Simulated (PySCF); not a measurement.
This PySCF input asks for the NMR shieldings of SMILES C=CCP1C[C@@H]1C(C)C, C$_{8}$H$_{15}$P; the geometry comes from GFN2-xTB.

```python
import basis_set_exchange as bse
import numpy as np
from pyscf import gto, dft
from pyscf.prop import nmr

atoms = """
C     3.856764    1.528618   -0.514176
C     3.439358    0.279290   -0.417419
C     2.232263   -0.147473    0.343472
P     0.882679   -0.707837   -0.860661
C    -0.070316   -1.839567    0.246730
C    -0.607440   -0.436429    0.207013
C    -1.939645   -0.178798   -0.464182
C    -2.056690    1.288348   -0.867612
C    -3.080214   -0.579527    0.471495
H     4.729918    1.796244   -1.084258
H     3.339648    2.337572   -0.023768
H     3.972165   -0.513660   -0.926563
H     2.479935   -0.991234    0.993101
H     1.855069    0.679507    0.948905
H     0.401503   -2.187288    1.156756
H    -0.660068   -2.600530   -0.248659
H    -0.453141    0.161129    1.102099
H    -1.992806   -0.793807   -1.370292
H    -1.230596    1.562769   -1.520890
H    -2.991071    1.467348   -1.394023
H    -2.029538    1.927912    0.012457
H    -4.041437   -0.420397   -0.011545
H    -3.048823    0.016682    1.381495
H    -2.999249   -1.629107    0.745188
"""
names = dict.fromkeys(["C", "P", "H"], "pcSseg-1")
basis = {el: gto.basis.parse(bse.get_basis(n, elements=[el], fmt="nwchem")) for el, n in names.items()}
mol = gto.M(atom=atoms, basis=basis, charge=0, verbose=0)
mf = dft.RKS(mol, xc="PBE0")
mf.grids.level = 2
mf.grids.alignment = dft.numint.BLKSIZE   # the property module wants whole blocks of grid points
mf.conv_tol = 1e-9
mf.kernel()

calc = nmr.RKS(mf)   # GIAO
C = mf.mo_coeff
Co = C[:, mf.mo_occ > 0]
resp = mf.gen_response(singlet=True, hermi=2)
def vind(x):   # induced exchange potential for any number of trial vectors
    d = np.einsum("pi,xij,qj->xpq", C, 2 * x.reshape(-1, C.shape[1], Co.shape[1]), Co, optimize=True)
    return np.einsum("xpq,pi,qj->xij", resp(d - d.transpose(0, 2, 1)), C, Co, optimize=True).ravel()
mo1, _ = nmr.rhf.solve_mo1(calc, with_cphf=vind)
sigma = calc.kernel(mo1)
for i, s in enumerate(sigma):   # ppm
    print("%2d %-2s %9.2f" % (i, mol.atom_pure_symbol(i), np.trace(s) / 3))
```

Question: What are the results?

Answer: 
```
 0 C      65.66
 1 C      41.25
 2 C     145.67
 3 P     560.79
 4 C     165.16
 5 C     146.81
 6 C     148.61
 7 C     161.03
 8 C     162.35
 9 H      26.48
10 H      26.40
11 H      25.57
12 H      29.71
13 H      29.70
14 H      30.70
15 H      31.03
16 H      30.83
17 H      31.34
18 H      30.03
19 H      30.58
20 H      30.76
21 H      30.59
22 H      30.89
23 H      30.39
```

These numbers come from an equivalent density-fitted implementation of the same equations, which agrees with the script to about 0.01 ppm for H and up to a few tenths of a ppm for heavy atoms, so last digits may differ.

Size and cost of the density-fitted run: 235 basis functions, about 2.5 core-minutes.
